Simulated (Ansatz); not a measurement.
Species: sum formula RhB$_{2}$O (charge -1, singlet). SMILES: [B][Rh-][B][O]
Coordinates optimised at B3LYP-D3(BJ)/def2-TZVP (Ansatz, a quantum-chemistry and plane-wave program):
```xyz
4

Rh     0.3551    -0.2225     0.3741
B     -0.8270     0.1733     1.5844
B     -0.5367     0.4399    -1.3029
O     -1.1451     0.8685    -2.2805
```
Charge -1, spin multiplicity 1.

Quantity: vertical triplet-singlet gap (E(triplet) - E(singlet); each state is the SCF solution reached for its spin; the UHF <S^2> is 2.11 for the triplet (pure: 2.00); for the triplet T1 is 0.058; for the singlet the Hartree-Fock reference is unstable and T1 is 0.035), in kcal/mol. Correlated levels leave the core frozen unless marked. UHF or UKS for open shells. Spin-orbit coupling is left out. Frozen are the shells of the preceding noble gas and the d and f shells that filled before the atom's block. In def2 rows, elements after Kr have scalar-relativistic effective core potentials. Anions need diffuse functions: def2-D sets add few. CBS marks a two-point X^-3 extrapolation of the correlation energy; Hartree-Fock from the larger set. [CCSD(T)-MP2]/basis is that difference in the basis named.

```csv
level,program,vertical triplet-singlet gap (kcal/mol)
HF/def2-SVPD,Ansatz,-4.0
HF/def2-TZVPPD,Ansatz,-4.8
HF/def2-QZVPPD,Ansatz,-5.0
PBE/def2-TZVPD,Ansatz,23.4
r2SCAN/def2-TZVPD,Ansatz,19.2
PBE0/def2-TZVPD,Ansatz,20.9
wB97M-V/def2-TZVPD,Ansatz,23.2
B2PLYP/def2-TZVPD,Ansatz,29.2
MP2/def2-SVPD,Ansatz,43.7
MP2/def2-TZVPPD,Ansatz,49.8
SCS-MP2/def2-SVPD,Ansatz,40.1
CCSD/def2-SVPD,Ansatz,18.9
CCSD/def2-TZVPPD,Ansatz,20.8
"RI-MP2/CBS(def2-TZVPPD,def2-QZVPPD)+[CCSD(T)-MP2]/def2-TZVPPD",Ansatz,28.4
```
